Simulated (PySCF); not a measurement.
C2H7BS2 (SMILES CSBSC), singlet, geometry from GFN2-xTB. Base run: PBE/6-31G (PySCF).

Input for PySCF:
```python
from pyscf import gto, scf, dft, solvent

mol = gto.Mole()
mol.atom = '''
    B    -0.248315   -0.086023    0.154540
    H    -1.216320   -0.537863    0.628811
    S    -0.380469    1.190064   -1.076261
    C    -2.194578    1.346375   -1.259820
    H    -2.625544    0.370041   -1.453174
    H    -2.367512    2.004428   -2.104322
    H    -2.615767    1.778071   -0.357863
    S     1.345828   -0.703367    0.642536
    C     0.889901   -2.031544    1.816044
    H     0.487775   -1.592394    2.723154
    H     1.799736   -2.578529    2.038030
    H     0.161526   -2.689769    1.354927
'''
mol.basis = '6-31g'
mol.charge = 0
mol.spin = 0
mol.verbose = 4
mol.build()

mf = dft.RKS(mol)
mf.xc = 'pbe'
mf.kernel()
```

Base: dipole (D) 2.90; HOMO-LUMO gap (eV) 4.25.

A changed run: ΔE vs base (kcal/mol) -2.72; dipole (D) 3.57; HOMO-LUMO gap (eV) 4.29.

Question: Which change was made?
A) model = IEF-PCM; solvent = dichloromethane
B) model = IEF-PCM; solvent = acetonitrile; vdw_scale = 1.0
C) model = COSMO; solvent = acetonitrile
D) model = IEF-PCM; solvent = acetonitrile; r_probe = 0.5
E) model = IEF-PCM; solvent = acetonitrile; vdw_scale = 1.4

Answer: E, model = IEF-PCM; solvent = acetonitrile; vdw_scale = 1.4

The base is the gas phase, so ΔE is the electrostatic part of solvation at a fixed geometry, without cavity and dispersion terms.
